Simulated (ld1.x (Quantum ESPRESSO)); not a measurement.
# Configuration tests for Rh (Z = 45) (PAW)

ld1.x (Quantum ESPRESSO) 7.5 input, shortened:

```
&input
   title='Rh', zed=45., rel=1, dft='PBE', iswitch=3,
   config='[Kr] 4d8 5s1 5p0'
 /
 &inputp
   pseudotype=3, lpaw=.true., tm=.true., lloc=-1, rcloc=2.30,
   nlcc=.true., new_core_ps=.true., rcore=1.15,
   which_augfun='BG', rmatch_augfun=1.35
 /
6
5S  1  0   1.00   0.00  2.75  3.10  0.0
5S  1  0   0.00   1.80  2.75  3.10  0.0
4P  2  1   6.00   0.00  1.70  2.46  0.0
5P  3  1   0.00   0.00  1.70  2.46  0.0
4D  3  2   8.00   0.00  1.20  1.35  0.0
4D  3  2   0.00   1.80  1.20  1.35  0.0
 &test
   configts(1)='4p6 4d8 5s1 5p0'
 /
```

Energies are relative to the spin-unpolarised reference configuration 4p6 4d8 5s1 5p0; without spin polarisation the order of configurations can differ from experiment. Not all tests gave a result: 2 of 7 tests not solved or not reliable. Left out of the table: 4p6 4d7 5s1 5p1 (solver errors, printed error -2.4 eV); 4p6 4d8 5s0 5p1 (solver errors, printed error -2.1 eV).

**Question.** Give the all-electron excitation energy and the error of the potential for: 4p6 4d8 5s0 5p0; 4p6 4d7 5s0 5p0; 4p6 4d6 5s0 5p0; 4p6 4d8.5 5s0.5 5p0; 4p5 4d8 5s1 5p0.

**Answer.**

| valence configuration | charge | ΔE all-electron (eV) | error AE − PS (meV) |
| --- | --- | --- | --- |
| 4p6 4d8 5s0 5p0 | +1 | 7.460 | +28 |
| 4p6 4d7 5s0 5p0 | +2 | 26.971 | +22 |
| 4p6 4d6 5s0 5p0 | +3 | 59.476 | -39 |
| 4p6 4d8.5 5s0.5 5p0 | 0 | -0.631 | +8.4 |
| 4p5 4d8 5s1 5p0 | +1 | 56.634 | +2844 |

Levels in the configuration 4p6 4d7 5s0 5p0:

```
level  all-electron (eV)  pseudo (eV)
   4p            -71.244      -71.416
   4d            -25.742      -25.765
```

These tests converged, but a pseudo level misses the all-electron one widely, so the file describes the atom poorly there or has found another state: 4p6 4d6 5s0 5p0: empty 5p by 13.7 eV (a node warning on the way); 4p5 4d8 5s1 5p0: 4p by 12.1 eV (a node warning on the way).
